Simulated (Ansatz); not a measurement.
Cost and result for the atomization energy of C3H2Cl2O2 (`OC1=C(Cl)C1(O)Cl`) (9 atoms, 9 bonds).

| atom | x (Å) | y (Å) | z (Å) |
| --- | --- | --- | --- |
| O1 | 1.834 | 0.719 | 0.639 |
| C2 | 0.580 | 0.440 | 0.351 |
| C3 | -0.663 | 0.836 | 0.271 |
| Cl4 | -1.829 | 2.030 | 0.467 |
| C5 | -0.406 | -0.564 | -0.058 |
| O6 | -0.505 | -1.117 | -1.325 |
| Cl7 | -0.835 | -1.877 | 1.077 |
| H8 | 2.370 | -0.076 | 0.532 |
| H9 | -0.545 | -0.389 | -1.955 |

The species carries charge 0 and has multiplicity 1. Geometry: relaxed with PBE0-D4/def2-TZVP. It is one conformer, not always the lowest. Program: Ansatz. All runs use 4 threads of an Arm Neoverse V1 on a shared host. Times are those of one run each, without the atoms' runs, and a repeat can differ threefold. Electronic energies, without spin–orbit coupling; frozen cores. CCSD(T)/CBS adds CCSD(T) − MP2 in def2-TZVPP to the MP2 limit, and its time is that of the two runs behind it. T1 = 0.012.

CCSD(T)/CBS is a level of theory with its own doubt, some kJ/mol a heavy atom from the limit and from the frozen cores, so smaller differences don't rank the functionals.

| level | functions | wall time | atomization (kJ/mol) | difference from CCSD(T)/CBS | per bond |
| --- | --- | --- | --- | --- | --- |
| revPBE-D4/def2-TZVPP | 267 | 2.7 s | 3630.1 | 94.7 | 10.5 |
| PBE0-D4/def2-TZVPP | 267 | 4.7 s | 3619.5 | 84.1 | 9.3 |
| BHLYP-D4/def2-TZVPP | 267 | 5 s | 3307.4 | -228.0 | -25.3 |
| r2SCAN-D4/def2-TZVPP (with forces) | 267 | 7 s | 3593.1 | 57.7 | 6.4 |
| r2SCANh-D4/def2-TZVPP | 267 | 8 s | 3544.0 | 8.6 | 1.0 |
| B2PLYP/def2-TZVPP | 267 | 8.5 s | 3489.2 | -46.2 | -5.1 |
| PBE-QIDH/def2-TZVPP | 267 | 8.5 s | 3550.4 | 15.0 | 1.7 |
| ωB97X-V/def2-TZVPP | 267 | 11 s | 3554.5 | 19.1 | 2.1 |
| CCSD(T)/def2-SVP | 116 | 11 s | 3309.3 | -226.1 | -25.1 |
| ωB97M-V/def2-TZVPP (with forces) | 267 | 16 s | 3565.4 | 30.0 | 3.3 |
| MP2/def2-QZVPP | 485 | 29 s | 3671.5 | 136.1 | 15.1 |
| CCSD(T)/def2-TZVPP | 267 | 5.6 min | 3409.8 | -125.6 | -13.9 |
| CCSD(T)/CBS(def2) | – | 6.1 min | 3535.4 | 0.0 | 0.0 |

From r2SCAN to r2SCAN0 (25 % exact exchange), in def2-TZVPP and without D4, the atomization energy moves by −120.7 kJ/mol: exact exchange takes away binding that semilocal exchange gives to molecules. At CCSD(T), def2-SVP lies −226.1 kJ/mol from the extrapolated value and def2-TZVPP −125.5 kJ/mol: correlation converges slowly with the basis, and small sets miss more of it in the bonded molecule than in its fragments. Leaving LDA and LC-ωPBE aside and taking each functional with its dispersion term where it has one, the values, not all of them listed here, spread over 466.8 kJ/mol, from BHLYP-D4 to PBE-D4. LDA lies +619.5 kJ/mol from PBE without D4, its usual overbinding.
